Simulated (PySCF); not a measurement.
Species: C6H10Ge.
Numbering: `[CH:1]#[C:2][GeH2:3][CH:4]1[CH2:5][CH2:6][CH2:7]1` (hydrogens: H8 on C1; H9, H10 on Ge3; H11 on C4; H12, H13 on C5; H14, H15 on C6; H16, H17 on C7)

Computed with PySCF at CAM-B3LYP/def2-SVPD, non-relativistic, on one gas-phase PBE0-D3(BJ)/def2-SVP geometry that isn't relaxed in the solvent. The solvent is an IEF-PCM continuum (cavity from Bondi-type radii × 1.2), and excitations are vertical TDDFT with non-equilibrium linear response and a frozen core. Specific hydrogen bonds and non-electrostatic terms are outside this model. Spin–orbit coupling is left out although an atom past zinc is present.

Gas-phase singlets (H = HOMO, L = LUMO):

```csv
state,E (eV),λ (nm),f,leading configuration
S1,6.125,202,0.000,H-1→L 22%
S2,6.380,194,0.005,H-1→L+2 40%
S3,6.386,194,0.001,H→L+2 29%
S4,7.374,168,0.066,H→L 75%
S5,7.747,160,0.013,H→L+1 50%
```

**Question.** Give the list for chloroform (ε = 4.711), n² = 2.09.

**Answer.** 
| state | E (eV) | λ (nm) | f | leading configuration | change by rank (eV) |
| --- | --- | --- | --- | --- | --- |
| S1 | 6.179 | 201 | 0.000 | H-1→L 24% | +0.054 |
| S2 | 6.416 | 193 | 0.007 | H-1→L+2 40% | +0.036 |
| S3 | 6.421 | 193 | 0.002 | H-2→L+2 25% | +0.035 |
| S4 | 7.351 | 169 | 0.104 | H→L 78% | -0.023 |
| S5 | 7.703 | 161 | 0.056 | H→L+1 63% | -0.044 |

**Question.** How do the frontier levels move from gas to chloroform?

**Answer.** 
```csv
orbital,gas (eV),solvent (eV),change (eV)
LUMO+2,1.43,1.42,-0.01
LUMO+1,1.41,1.39,-0.02
LUMO,1.04,1.10,+0.06
HOMO,-9.00,-8.95,+0.05
HOMO-1,-9.34,-9.40,-0.06
HOMO-2,-9.75,-9.78,-0.03
HOMO-3,-10.23,-10.10,+0.13
```

The HOMO–LUMO gap goes from 10.04 to 10.05 eV.

The run took 61 s on one thread of an Arm Neoverse V2, on a shared host, and the process peaked at 1.3 GiB of memory. This is the whole response run at CAM-B3LYP/def2-SVPD in chloroform, SCF included.

Conformer computed: `[CH:1]#[C:2][GeH2:3][CH:4]1[CH2:5][CH2:6][CH2:7]1`: C2–Ge3–C4–C5 -53°.
